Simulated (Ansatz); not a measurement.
Series SnX4: PBE0-D4/def2-SVP single points in Ansatz on relaxed structures, gas phase. Core potentials for I, Sn, no spin–orbit coupling. Binding counts from free atoms in the multiplicity of their measured ground term, without zero-point energy. The structures are stationary points that may keep the symmetry of their start.

Estimate the order by HOMO (eV), lowest first.
A. SnCl4 (singlet)
B. SnH4 (singlet)
C. Sn(OEt)4 (C8H20O4Sn) (singlet)
D. SnI4 (singlet)
E. Sn(OH)4 (SnO4H4) (singlet)
F. Sn(SiH3)4 (Si4SnH12) (singlet)
G. Sn(CF3)4 (SnC4F12) (singlet)
H. SnF4 (singlet)

H (-12.03), A (-9.61), G (-9.51), B (-9.10), E (-8.81), D (-7.89), C (-7.70), F (-7.62).

In full:

```json
{"species": "SnCl4", "atoms": "5", "state": "singlet", "geometry": "B3LYP-D4/def2-SVP", "HOMO (eV)": "-9.61", "LUMO (eV)": "-3.62", "gap (eV)": "6.00", "binding per atom (eV)": "2.69", "point group (within 0.1 Å)": "Td"}
{"species": "SnI4", "atoms": "5", "state": "singlet", "geometry": "PBE0-D4/def2-SVP", "HOMO (eV)": "-7.89", "LUMO (eV)": "-3.81", "gap (eV)": "4.08", "binding per atom (eV)": "2.01", "point group (within 0.1 Å)": "Td"}
{"species": "SnH4", "atoms": "5", "state": "singlet", "geometry": "PBE-D4/def2-TZVP", "HOMO (eV)": "-9.10", "LUMO (eV)": "0.99", "gap (eV)": "10.09", "binding per atom (eV)": "2.18", "point group (within 0.1 Å)": "Td"}
{"species": "SnF4", "atoms": "5", "state": "singlet", "geometry": "r2SCAN-D4/def2-SVP", "HOMO (eV)": "-12.03", "LUMO (eV)": "-3.81", "gap (eV)": "8.22", "binding per atom (eV)": "3.32", "point group (within 0.1 Å)": "Td"}
{"species": "Sn(OH)4 (SnO4H4)", "atoms": "9", "state": "singlet", "geometry": "r2SCAN-D4/def2-SVP", "HOMO (eV)": "-8.81", "LUMO (eV)": "-1.59", "gap (eV)": "7.22", "binding per atom (eV)": "3.45", "point group (within 0.1 Å)": "–"}
{"species": "Sn(SiH3)4 (Si4SnH12)", "atoms": "17", "state": "singlet", "geometry": "B3LYP-D4/def2-SVP", "HOMO (eV)": "-7.62", "LUMO (eV)": "-0.32", "gap (eV)": "7.30", "binding per atom (eV)": "2.84", "point group (within 0.1 Å)": "–"}
{"species": "Sn(CF3)4 (SnC4F12)", "atoms": "17", "state": "singlet", "geometry": "r2SCAN-D4/def2-SVP", "HOMO (eV)": "-9.51", "LUMO (eV)": "-1.20", "gap (eV)": "8.31", "binding per atom (eV)": "4.20", "point group (within 0.1 Å)": "T"}
{"species": "Sn(OEt)4 (C8H20O4Sn)", "atoms": "33", "state": "singlet", "geometry": "PBE-D4/def2-SVP", "HOMO (eV)": "-7.70", "LUMO (eV)": "-1.68", "gap (eV)": "6.02", "binding per atom (eV)": "4.05", "point group (within 0.1 Å)": "–"}
```

The gap (eV) runs from 4.08 (SnI4) to 10.09 (SnH4).
